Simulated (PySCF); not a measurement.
H₃O₂SbTe, SMILES [OH][Sb]([OH])[TeH]. Geometry: PBE0-D3(BJ)/def2-SVP. The def2 effective core potentials stand for the cores of Sb, Te; spin–orbit coupling is left out. The values are those of a single conformer.

Give the equilibrium geometry at PBE0-D3(BJ)/def2-SVP (PySCF confirms it by a frequency run) as Cartesian coordinates in Å. (An estimate is asked for; the answer gives what the named calculation found.)

Several could match; the one computed here: 
```xyz
7

Sb    -0.7877     0.3216     0.8768
O     -2.2222    -0.5185    -0.2047
H     -2.1717    -0.2833    -1.1405
O     -0.8051     2.1629     0.1420
H     -0.4416     2.1910    -0.7538
Te     1.2439    -0.6142    -0.8109
H      2.3173     0.4763    -0.1509
```
